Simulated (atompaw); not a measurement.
**Logarithmic derivatives: cobalt (Co), PAW (atompaw)**

Co, PAW, made with atompaw 4.2.0.5 (PBE, scalar-relativistic). Core [Ar], reference 3d7 4s2 4p0. Waves: 4s (bound): rc 3.00 bohr; 4s channel at 0.75 Ry: rc 3.00 bohr; 4p (bound, empty): rc 3.00 bohr; 4p channel at 4.45 Ry: rc 3.00 bohr; 3d (bound): rc 1.75 bohr; 3d channel at 1.1 Ry: rc 1.75 bohr. Local part: bessel scheme, radius 2.05 bohr. Core correction: smooth core density matched at 2.05 bohr. Augmentation charge: sinc compensation charge, radius 2.70 bohr; PAW radius 3.00 bohr; waves and projectors: custom rrkj gramschmidtortho.

The phase is arctan(r·u′/u) with u = r·R(r), unwrapped; energies in Ry, scanned from -3 to 5 Ry. A pole is an energy at which the radial function vanishes at the test radius. The pseudo phase is shifted by a multiple of π to meet the all-electron one at the reference energy, and phase errors are pseudo minus all-electron; the curves can meet again beyond the range given. Levels narrower than the energy grid can be missing from the lists of poles.

Question: For each channel, where are the poles, and over which energies does the pseudopotential scatter like the atom?

Answer:

| channel | radius (bohr) | reference energy (Ry) | poles, all-electron | poles, pseudo | unbroken range about the reference energy with phases within 0.05 rad | phase error 1 Ry above the reference energy (rad) |
| --- | --- | --- | --- | --- | --- | --- |
| s | 3.02 | -0.40 | 0.52 | 0.52, 4.08 | below 2.3 | -0.000 |
| p | 3.02 | -0.09 | 1.34 | 1.31 | the whole range | -0.004 |
| d | 3.02 | -0.60 | -0.55, 2.84 | -0.55, 2.85 | below 4.8 | +0.000 |

Phases in the p channel:

| E (Ry) | all-electron | pseudo |
| --- | --- | --- |
| -3.00 | 1.367 | 1.365 |
| -2.52 | 1.345 | 1.344 |
| -2.04 | 1.315 | 1.313 |
| -1.56 | 1.268 | 1.267 |
| -1.08 | 1.187 | 1.185 |
| -0.60 | 0.997 | 0.995 |
| -0.12 | 0.249 | 0.249 |
| 0.36 | -1.088 | -1.091 |
| 0.84 | -1.436 | -1.440 |
| 1.32 | -1.567 | -1.573 |
| 1.80 | -1.651 | -1.657 |
| 2.28 | -1.730 | -1.739 |
| 2.76 | -1.839 | -1.851 |
| 3.24 | -2.068 | -2.091 |
| 3.72 | -2.925 | -2.966 |
| 4.20 | -4.121 | -4.123 |
| 4.68 | -4.436 | -4.437 |
